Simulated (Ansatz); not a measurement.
Total energies of FH$_{2}$Sn, SMILES `[F][SnH2]` radical.

```xyz
4

F    -0.693    1.534    0.259
Sn   -0.167   -0.183   -0.453
H    -0.691   -1.294    0.761
H     1.551   -0.058   -0.567
```

The species carries charge 0 and has multiplicity 2. Correlated methods include outer-core shells of Sn, which these sets cover unevenly. Sn takes the def2 core potential. Geometry: relaxed with PBE0-D4/def2-TZVP. Basis def2-TZVPP, Ansatz 0.2.0.

RPA on PBE orbitals: Hartree–Fock energy of these orbitals -313.94916 Eh, correlation -0.84876 Eh (frozen core).

```
             functional                                       kind  energy without D4 (Eh)  D4 term (kJ/mol)
                   BLYP                                        GGA              -315.31320              -9.9
                 B97M-V                         meta-GGA with VV10              -315.33817                 –
                   PBE0         global hybrid, 25 % exact exchange              -315.27939              -3.7
HSE06 (plane-wave form)                            screened hybrid              -315.27351              -3.4
                  BHLYP                        global hybrid, 50 %              -315.26427              -5.9
              CAM-B3LYP                     range-separated hybrid              -315.33459              -3.7
                LC-ωPBE                long-range corrected hybrid              -315.35549                 –
                ωB97M-V  range-separated hybrid meta-GGA with VV10              -315.29139                 –
                 B2PLYP                              double hybrid              -315.10741                 –
               PBE-QIDH                              double hybrid              -315.06870                 –
```

Q: Give the same for LDA (SPW92), PBE, revPBE, r2SCAN, B3LYP, r2SCANh, r2SCAN0, ωB97X-V. (Estimate.)

A: Computed: 
| functional | kind | energy without D4 (Eh) | D4 term (kJ/mol) |
| --- | --- | --- | --- |
| LDA (SPW92) | LDA | -314.37508 | – |
| PBE | GGA | -315.27150 | -4.4 |
| revPBE | GGA | -315.38681 | -13.0 |
| r2SCAN | meta-GGA | -315.41282 | -0.9 |
| B3LYP | global hybrid, 20 % | -315.45049 | -7.3 |
| r2SCANh | meta-GGA hybrid, 10 % | -315.39493 | -1.0 |
| r2SCAN0 | meta-GGA hybrid, 25 % | -315.36902 | -1.1 |
| ωB97X-V | range-separated hybrid GGA with VV10 | -315.31641 | – |

B3LYP takes the VWN-RPA correlation (the form of Gaussian; ORCA's B3LYP/G). HSE06 is the plane-wave form, built on full-range PBE exchange. The double hybrids freeze the cores in their second-order part.

LC-ωPBE has ω = 0.4 bohr⁻¹.
